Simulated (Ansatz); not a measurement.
Geometry optimisation, DFT PBEsol, scalar-relativistic, plane waves, PAW in Ansatz 0.2.0.

The input (input.yaml):

```yaml
crystal:
  lattice:
    - [0.0, 5.43, 5.43]
    - [5.43, 0.0, 5.43]
    - [5.43, 5.43, 0.0]
  atoms:
    - { symbol: Si, position: [0.0, 0.0, 0.0] }
    - { symbol: Si, position: [0.125, 0.125, 0.125] }
    - { symbol: Si, position: [0.0, 0.0, 0.5] }
    - { symbol: Si, position: [0.125, 0.125, 0.625] }
    - { symbol: Si, position: [0.0, 0.5, 0.0] }
    - { symbol: Si, position: [0.125, 0.625, 0.125] }
    - { symbol: Si, position: [0.0, 0.5, 0.5] }
    - { symbol: Si, position: [0.125, 0.625, 0.625] }
    - { symbol: Si, position: [0.5, 0.0, 0.0] }
    - { symbol: Si, position: [0.625, 0.125, 0.125] }
    - { symbol: Si, position: [0.5, 0.0, 0.5] }
    - { symbol: Si, position: [0.625, 0.125, 0.625] }
    - { symbol: Si, position: [0.5, 0.5, 0.0] }
    - { symbol: Si, position: [0.625, 0.625, 0.125] }
    - { symbol: Si, position: [0.5, 0.5, 0.5] }
    - { symbol: Si, position: [0.625, 0.625, 0.625] }
    - { symbol: Ti, position: [0.36297937, 0.37568517, 0.37234795] }
basis:
  ecutwfc: 420.0
kpoints:
  mp_grid: { grid: [2, 2, 2] }
hamiltonian:
  xc: pbesol
  pseudopotentials: { kind: paw, azcp: { folder: soft_1 } }
scf:
  occupations: { method: fermi_dirac, width: 0.02 }
  lower_state_search: "off"
relax:
  f_tol: 0.03
  max_steps: 60
  adjacent_minimum: "off"
output:
  write_density: true
  write_potential: true
  elf: true
  volumetric_format: npy
```

Run as:

```bash
$ ansatz run input.yaml --threads 1 --pin off --max-ram 3072MiB --backend cpu --events-out ev --progress --plain --runs-dir out
```

Question: Where does it end, and by what steps?

Answer: The run converged. Limits of this set-up: coarse k mesh, PAW files made for another functional, a small cell, in which the defect meets its images. After 3 steps the energy has fallen by 0.431 eV; Ti17 moved furthest, 0.10 Å.

```csv
step,energy less start (eV),largest force component (eV/Å),accepted
0,0.0000,1.471,yes
1,-0.3999,0.418,yes
2,-0.4308,0.041,yes
3,-0.4314,0.004,yes
```

```xyz
17
Lattice="0.0000 5.4300 5.4300 5.4300 0.0000 5.4300 5.4300 5.4300 0.0000" Properties=species:S:1:pos:R:3
Si 0.017 0.012 0.013
Si 1.359 1.353 1.354
Si 2.699 2.694 0.012
Si 4.071 4.069 1.321
Si 2.699 0.011 2.695
Si 4.072 1.321 4.070
Si 5.472 2.669 2.670
Si 6.820 4.068 4.069
Si 0.017 2.693 2.695
Si 1.325 4.068 4.069
Si 2.671 5.470 2.667
Si 4.072 6.815 4.067
Si 2.671 2.666 5.471
Si 4.072 4.066 6.816
Si 5.472 5.467 5.469
Si 6.783 6.783 6.784
Ti 4.071 4.068 4.069
```

The run took 33 s on 1 thread of Arm Neoverse V1 (shared host), peak memory 0.56 GiB.
